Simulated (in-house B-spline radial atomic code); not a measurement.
Au. Computed with a B-spline radial atomic code. Model: non-relativistic spherical atom: semilocal Troullier-Martins pseudo-atom, one channel per l, against all electrons, high spin, G0W0 and RPA with empty states to l = 8, local potential for every l without a channel, a model core (radius 0 = none) keeps its share of the functional.

The core holds an angular momentum without a channel of its own, so the local potential lets valence electrons into it.

Without relativity these are model numbers for so heavy an element.

What the tables leave out is listed at the end.

The pseudopotential gives back the lowest level of each angular momentum of its own functional in the configuration it was made in; a second state of the same l is only approximately right. Exact exchange, RPA and GW see the smooth pseudo-orbitals and miss the exchange with the core, for which the functional's share stands in. The column with an uncorrelated core keeps all orbitals and exact exchange, and so separates missing core correlation from pseudisation. Only the three outermost levels and the lowest empty one were computed. RPA here is direct RPA, with no exchange kernel, and its energies carry an (l + 1/2)⁻⁴ tail. A hybrid on a potential with a model core restores only its own semilocal share of the core's exchange.

Command:
```bash
python run_psgw.py task.json out
```
Settings (lengths in bohr, energies in hartree):
```
Z                      79
electrons              79
configuration          [Xe] 4f14 5d10 6s1
generated_in           [Xe] 4f14 5d10 6s1
functional             pbe,pbe
core_shells            11
radius_factor          1
core_correction        True
ion_configuration      [Xe] 4f14 5d10
```

Time taken, with all properties: 110 s on 1 thread of Arm Neoverse N1, with other jobs on the host.

Given: made with PBE; model core radius 0.798 bohr; local radius 1.251 bohr; mean-field start PBE.

Valence shells of the generating configuration: 5p, 5d, 6s.

Channel: s 2.7, p 0.995, d 1.215 (radii in bohr).

Computed: largest level miss in the spin-unpolarised generating configuration 0 eV; valence RPA correlation energy all-electron orbitals -0.97055 hartree; valence RPA correlation energy pseudo -1.2571 hartree; all-electron RPA polarisability, core included 44.535 bohr³; ionisation by mean-field all-electron 7.4579 eV; ionisation by mean-field pseudo minus all 0.008 eV; ionisation by RPA all-electron 7.6277 eV.

```tsv
level	occupied	mean-field all-electron (eV)	mean-field pseudo minus all (eV)	G0W0 all-electron (eV)	G0W0 uncorrelated core minus all (eV)	G0W0 pseudo minus all (eV)	exchange self-energy all-electron (eV)	exchange self-energy pseudo (eV)
6s up	1	-4.4227	0	-7.4416	0.022	-0.483	-10.456	-10.571
6s down (empty)	0	-3.704	0	-1.5102	0.023	-0.584	-3.0799	-3.2263
```

**Question.** What is the pseudo-atom RPA polarisability?

**Answer.** 44.55 bohr³.

**Question.** What is the ionisation by RPA pseudo minus all?

**Answer.** 0.808 eV.

Given: mean-field start PBE0.

Computed: valence RPA correlation energy all-electron orbitals -0.91661 hartree; all-electron RPA polarisability, core included 39.073 bohr³; pseudo-atom RPA polarisability 34.911 bohr³; ionisation by mean-field pseudo minus all 0.406 eV; ionisation by RPA all-electron 7.4836 eV; ionisation by RPA pseudo minus all 0.937 eV.

```csv
level,occupied,mean-field all-electron (eV),mean-field pseudo minus all (eV),G0W0 all-electron (eV),G0W0 uncorrelated core minus all (eV),G0W0 pseudo minus all (eV),exchange self-energy all-electron (eV),exchange self-energy pseudo (eV)
6s up,1,-4.9703,-0.32,-7.4354,0.025,-0.792,-10.206,-11.082
6s down (empty),0,-2.6451,-0.261,-1.2473,0.022,-0.546,-2.6717,-3.2432
```

**Question.** What is the ionisation by mean-field all-electron?

**Answer.** 7.1573 eV.

**Question.** What is the valence RPA correlation energy pseudo?

**Answer.** -1.1918 hartree.

Among the listed levels the largest G0W0 shift of the pseudo-atom is -0.79 eV, for 6s up on the PBE0 start, while leaving the core uncorrelated moves that level by +0.03 eV. So pseudisation and the lost core exchange, not the missing core correlation, make the error. Not in the tables (levels of low weight, unsolved or above zero; the highest and the empty levels are kept at any weight): on PBE the G0W0 levels 5d down (pseudo minus all +1.06 eV, weights 0.47 and 0.02), 5d up (pseudo minus all +1.02 eV, weights 0.44 and 0.02); on PBE0 the G0W0 levels 5d down (pseudo minus all +0.69 eV, weights 0.78 and 0.74), 5d up (pseudo minus all +0.51 eV, weights 0.56 and 0.69); no Hartree-Fock pseudo-atom is run with a model core.
